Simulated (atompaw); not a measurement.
**Building the PAW (atompaw) potential for Br (Z = 35) (PBEsol, scalar-relativistic).**

```json
{
 "Element": "Br",
 "Generator": "atompaw 4.2.0.5",
 "Type": "PAW",
 "Functional": "PBEsol",
 "Relativity": "scalar-relativistic",
 "Frozen core": "[Ar] 3d10",
 "Valence charge": "7",
 "Reference configuration": "4s1.5 4p5.5",
 "Partial waves": "4s (bound): rc 1.75 bohr; 4s channel at 1.95 Ry: rc 1.55 bohr; 4p (bound): rc 1.75 bohr; 4p channel at 0.15 Ry: rc 1.75 bohr; 4d channel at 0.1 Ry: rc 1.75 bohr",
 "Local potential": "ultrasoft scheme with l = 3 at 1 Ry, radius 1.70 bohr",
 "Core correction": "smooth core density matched at 1.65 bohr",
 "Augmentation charge": "gaussian compensation charge, radius 1.50 bohr; PAW radius 1.75 bohr; waves and projectors: custom rrkj gramschmidtortho"
}
```

All-electron outer shells of the reference configuration (PBEsol, scalar-relativistic, ld1.x):

| shell | level (eV) | outermost node (bohr) | outermost maximum (bohr) |
| --- | --- | --- | --- |
| 3p | -174.05 | 0.21 | 0.48 |
| 3d | -67.49 | – | 0.43 |
| 4s | -20.54 | 0.67 | 1.41 |
| 4p | -8.16 | 0.70 | 1.66 |

What the tests gave:

```
Cutoffs needed                                           : 18 Ry and 25 Ry (the cutoffs (Ry, on a coarse ladder) from which the occupation-weighted sum of valence levels, in a spherical-Bessel basis at the reference potential, stays within 10 and 1 mRy of its value at 400 Ry)
Ghost test                                               : no extra level below or beside the all-electron valence levels (s, p, d, f tested) (spherical-Bessel basis up to 400 Ry, 20 bohr box)
Lowest eigenvalue of the overlap operator                : 0.61 (s channel)
Overlap eigenvalues printed by atompaw (projector basis) : 0.0085, 0.573, 1.18, 2.55, 4.9
Warning                                                  : the pseudo core plus compensation charge is negative at some radii, so no UPF file was written
Share of each valence orbital outside the PAW sphere     : 4s 38 %, 4p 60 %
```

Generation and tests took about 5 s on one core of a shared server CPU.
